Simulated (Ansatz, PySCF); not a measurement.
Species: sum formula BN2H4, charge -1, multiplicity 1. It need not be the lowest isomer of its formula. Whether it binds its extra electron was not tested at this geometry. 
Structure (B3LYP-D3(BJ)/def2-TZVP (Ansatz, a first-principles code) minimum search):
SMILES: [NH-]BN
```xyz
7

B     -0.1946    -0.0615     0.4204
N     -1.2061     0.2588    -0.4484
N      1.2147    -0.2478    -0.0388
H     -0.2938    -0.2577     1.6413
H     -2.1120     0.2886     0.0156
H      1.9345     0.0477     0.6065
H      1.3842     0.1517    -0.9551
```
Charge -1, spin multiplicity 1.

Total electronic energies in hartree. Correlated levels leave the core frozen unless marked. Spin-orbit coupling is left out. Non-relativistic. Basis-set limits of correlation are two-point, X^-3; Hartree-Fock from the larger set. [CCSD(T)-MP2]/basis is that difference in the basis named.

```tsv
level	program	energy (Eh)
HF/STO-3G	Ansatz	-134.03208
HF/6-31G*	Ansatz	-135.90697
RI-HF/aug-cc-pVQZ	Ansatz	-136.00013
revPBE-D3(BJ)/def2-TZVPD	Ansatz + dftd3	-136.84196
B3LYP/def2-TZVPD	PySCF	-136.88671
PBE0/STO-3G	Ansatz	-134.72632
PBE0/6-31G*	Ansatz	-136.61318
PBE0/def2-SVP	Ansatz	-136.52693
TPSSh-D3(BJ)/def2-TZVPD	PySCF + dftd3	-136.88208
r2SCANh/def2-TZVPD	Ansatz	-136.78380
r2SCAN0/def2-TZVPD	Ansatz	-136.77273
M06-2X/def2-TZVPD	PySCF	-136.81413
CAM-B3LYP/def2-TZVPD	Ansatz	-136.81071
MP2/aug-cc-pVTZ	Ansatz	-136.55974
MP2/cc-pVTZ	Ansatz	-136.53482
MP2/cc-pwCVTZ	Ansatz	-136.54451
MP2/cc-pVQZ	Ansatz	-136.58877
RI-MP2/aug-cc-pVQZ	Ansatz	-136.59990
RI-MP2/CBS(aug-cc-pVTZ,aug-cc-pVQZ)	Ansatz	-136.6233
SCS-MP2/6-31G	Ansatz	-136.13844
SCS-MP2/cc-pVQZ	Ansatz	-136.58777
CCSD(T) with core electrons/cc-pwCVTZ	Ansatz	-136.73355
RI-MP2/CBS(aug-cc-pVTZ,aug-cc-pVQZ)+[CCSD(T)-MP2]/aug-cc-pVTZ	Ansatz	-136.6647
```

Totals of different functionals don't rank their quality; only differences between species are comparable.
